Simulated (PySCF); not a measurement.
# Dipole moment and polarisability of `C=C(CC)N(C)C`

Compound: C6H13N.
Structure used (GFN2-xTB), in Å, numbered top down from 1:
```
atom  x, y, z in Å
C1    -0.066    0.129   -2.017
C2     0.105   -0.141   -0.722
C3     1.379   -0.808   -0.263
C4     2.221    0.132    0.599
N5    -0.771    0.269    0.280
C6    -1.052   -0.618    1.388
C7    -1.924    1.040   -0.119
H8    -0.942    0.600   -2.422
H9     0.698   -0.120   -2.730
H10    1.953   -1.091   -1.146
H11    1.164   -1.727    0.287
H12    3.143   -0.357    0.906
H13    1.677    0.439    1.489
H14    2.475    1.025    0.033
H15   -1.513   -0.040    2.190
H16   -1.742   -1.427    1.108
H17   -0.139   -1.059    1.776
H18   -1.603    1.871   -0.744
H19   -2.400    1.445    0.774
H20   -2.668    0.447   -0.669
```

Level: CAM-B3LYP/def2-SVPD (PySCF), static field, nuclei fixed, core orbitals frozen in the response. The polarisability tensor in these axes (au):

```
x   86.70 -4.18 -1.61
y   -4.18 71.27 -3.95
z   -1.61 -3.95 93.60
```

**Question.** Diagonalise the tensor; give its mean and Δα, where Δα² is half the sum of the squared differences of the eigenvalues.

**Answer.** Principal values 69.47, 87.71 and 94.39 au; mean 83.86 au = 12.43 Å³ = 13.83 × 10⁻⁴⁰ C²·m²/J; Δα = 22.34 au (27 % of the mean).

**Question.** What is the dipole moment, and where does it point?

**Answer.** (-0.48, -0.28, 1.13) D, 1.25 D in size, pointing from the negative to the positive side. Measured along this direction, the outermost atoms are H9 at the negative end and H15 at the positive end.

**Question.** What would n − 1 = 2πNα be for an ideal gas of these molecules at 350 K and 1 atm, electronic part alone?

**Answer.** N = p/kT = 2.0968 × 10¹⁹ cm⁻³, so n − 1 = 2π × N × 12.43 × 10⁻²⁴ cm³ = 1637 × 10⁻⁶ at long wavelengths.

**Question.** Traceless (Buckingham) quadrupole moment about the centre of nuclear charge: eigenvalues?

**Answer.** -4.70, 0.42, 4.28 D·Å. The values depend on the origin, since the dipole doesn't vanish. The electronic extent ⟨r²⟩ about the same centre is 886 bohr², a root-mean-square distance of 2.11 Å for the 56 electrons.

**Question.** Along which axes do the principal values lie, and how far do the nuclei extend along each?

**Answer.** Largest value along (-0.13, -0.14, 0.98), where the nuclei span 5.10 Å; middle along (0.96, -0.26, 0.09), 5.93 Å; least along (0.25, 0.95, 0.17), 3.20 Å. The strongest response doesn't lie along the longest of the three spans.

One conformer (not necessarily the lowest) at the GFN2-xTB geometry, without solvent, vibrations or thermal averaging.
